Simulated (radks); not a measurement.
Problem. These are the eigenvalues of the occupied orbitals of an atom or ion with whole-number occupations (hartree). Calculated with a radial shooting solver on a logarithmic mesh with Libxc functionals: scalar-relativistic Kohn-Sham, BLYP, spin-polarised, spherical densities, point nucleus.

1s up: -2560.541
1s down: -2560.532
2s up: -447.0281
2s down: -447.0232
2p up: -391.7100
2p down: -391.7021
3s up: -107.5774
3s down: -107.5722
3p up: -91.19810
3p down: -91.19189
3d up: -72.37473
3d down: -72.36842
4s up: -26.95530
4s down: -26.94387
4p up: -21.58231
4p down: -21.56982
4d up: -14.77219
4d down: -14.75604
5s up: -8.60797
5s down: -8.50691
4f up: -7.18518
4f down: -7.15657
5p up: -7.10292

Which element is it, and in what charge state? The configuration may be excited. Open shells, if any, are filled with parallel spins first.

Solution. Z = 74, tungsten, charge +10: W10+ in [Kr] 4d10 4f14 5s2 5p2. The list shows which subshells hold electrons but not how many an open one holds; the 1s level, -2560.5 hartree, gives Z - s = 71.6 by -(Z - s)^2/2, which with screening and relativity narrows Z to a few neighbours, and the depths of the outer levels then fix element, charge and occupations together.
